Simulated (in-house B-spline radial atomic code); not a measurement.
Values are calculated unless marked as measured or tabulated.
Extrapolating the RPA correlation energy in partial waves: Re⁺

All-electron RPA on r2SCAN orbitals from an all-electron radial atomic-structure program (B-spline basis), scalar-relativistic (spin-free one-electron X2C), finite nucleus, configuration [Xe] 4f14 5d5 6s1, highest spin. Without the two-electron picture change, the correlation of inner shells comes somewhat too large for so heavy an element. RPA overbinds a lone outer s electron by self-correlation, and G0W0 tends to as well. With empty states up to angular momentum L the sums are:

```json
{"L": "5", "E_c(L) (hartree)": "-5.738895"}
{"L": "6", "E_c(L) (hartree)": "-6.077479"}
{"L": "7", "E_c(L) (hartree)": "-6.259292"}
{"L": "8", "E_c(L) (hartree)": "-6.362637"}
```

For large l each further wave adds A/(l + 1/2)⁴, because the basis must build the cusp where two electrons meet.

(1) Estimate the limit from L = 7 and L = 8.

(2) How good is the estimate?

Answers

(1) Wave 8 adds -0.103345, against a sum of (l + 1/2)⁻⁴ of 1.91569e-04, so A = -539.47. The sum over l > 8 is ζ(4, 9.5) = 4.5445e-04, close to 1/(3 × 9³) = 4.5725e-04. The tail is -0.245164 and the limit -6.60780 hartree.

(2) A run to L = 11 sums to -6.48565 and extrapolates to -6.56705 hartree, 8.84 millihartree from the run before, so it has not settled and is itself too deep. The estimate differs from that by -40.75 millihartree, while the bare sum at L = 8 misses 204.4 millihartree (3.1 %).
